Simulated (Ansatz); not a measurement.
Geometry optimisation, Ansatz, RKS BLYP/def2-SVP.

Input:

```yaml
crystal:
  periodic: [false, false, false]
  atoms:
    - { symbol: P, position_ang: [-2.3089, 0.8668, 0.5639] }
    - { symbol: B, position_ang: [-1.0242, -0.4824, 0.5208] }
    - { symbol: C, position_ang: [0.405, -0.2015, 1.0733] }
    - { symbol: Si, position_ang: [1.7735, -0.3742, -0.2838] }
    - { symbol: S, position_ang: [1.4052, 1.1305, -1.784] }
    - { symbol: H, position_ang: [-1.6884, 1.7227, -0.4641] }
    - { symbol: H, position_ang: [-3.2051, 0.2289, -0.38] }
    - { symbol: H, position_ang: [-1.2434, -1.5158, 0.0474] }
    - { symbol: H, position_ang: [0.5018, 0.8412, 1.5444] }
    - { symbol: H, position_ang: [0.6637, -0.9326, 1.9145] }
    - { symbol: H, position_ang: [1.5642, -1.7125, -0.8786] }
    - { symbol: H, position_ang: [3.0658, -0.2341, 0.3077] }
    - { symbol: H, position_ang: [0.1114, 0.6283, -2.1667] }
basis:
  gaussian: { orbitals: def2-SVP }
hamiltonian:
  xc: blyp
relax:
  f_tol: 0.015
  max_steps: 40
```

Command:

```bash
$ ansatz run input.yaml --threads 2 --pin off --max-ram 3072MiB --backend cpu --events-out ev --progress --plain --runs-dir out
```

**Question.** Where does it end, and by what steps?

**Answer.** The run converged. After 10 steps the energy has fallen by 0.508 eV; H8 moved furthest, 0.52 Å.

```tsv
step	energy less start (eV)	largest force component (eV/Å)	accepted
0	0.0000	2.112	yes
1	-0.3605	0.669	yes
2	-0.4576	0.324	yes
3	-0.4861	0.325	yes
4	-0.4999	0.202	yes
5	-0.5053	0.067	yes
6	-0.5063	0.047	yes
7	-0.5075	0.037	yes
8	-0.5076	0.029	yes
9	-0.5077	0.028	yes
10	-0.5079	0.010	yes
```

```xyz
13
Properties=species:S:1:pos:R:3
P -2.410 0.781 0.423
B -1.058 -0.540 0.651
C 0.396 -0.223 1.123
Si 1.660 -0.365 -0.316
S 1.434 1.162 -1.861
H -1.683 1.869 -0.164
H -3.083 0.317 -0.754
H -1.411 -1.695 0.511
H 0.544 0.791 1.550
H 0.770 -0.983 1.846
H 1.597 -1.743 -0.906
H 3.037 -0.113 0.217
H 0.227 0.708 -2.307
```

Whether the end is a true minimum wasn't checked by a vibrational analysis.

Run time: 23 s on 2 threads of Intel(R) Xeon(R) Platinum 8488C (Sapphire Rapids) (shared host), peak memory 0.21 GiB.
